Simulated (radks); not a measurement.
Coulomb parameter of the 4f shell of the cerium ion Ce+ in the model configuration [Xe] 4f1 5d2, as a second difference U = [E(n + 0.5) + E(n - 0.5) - 2 E(n)] / (0.5)^2 with all orbitals relaxed. "Bare": the charge of the atom changes with n. "Screened": the 5d shell takes up the change at fixed total charge, which measures U(4f,4f) + U(5d,5d) - 2 U(4f,5d). Method: scalar-relativistic Kohn-Sham, SCAN, spin-unpolarised, spherical densities, finite nucleus; meta-GGA in the generalised Kohn-Sham scheme; Fermi nuclear charge, rms radius 4.8771 fm; computed with a radial shooting solver on a logarithmic mesh with Libxc functionals.

| case | configuration | E - E(n) (eV) |
|---|---|---|
| start | [Xe] 4f1 5d2 | 0.000 |
| bare +0.5 | [Xe] 4f1.5 5d2 | -2.794 |
| bare -0.5 | [Xe] 4f0.5 5d2 | 6.089 |
| screened +0.5 | [Xe] 4f1.5 5d1.5 | -0.355 |
| screened -0.5 | [Xe] 4f0.5 5d2.5 | 1.405 |

U(bare) = 13.181 eV, U(screened by 5d) = 4.202 eV, against the Slater integral F0(4f,4f) = 22.878 eV with frozen orbitals.
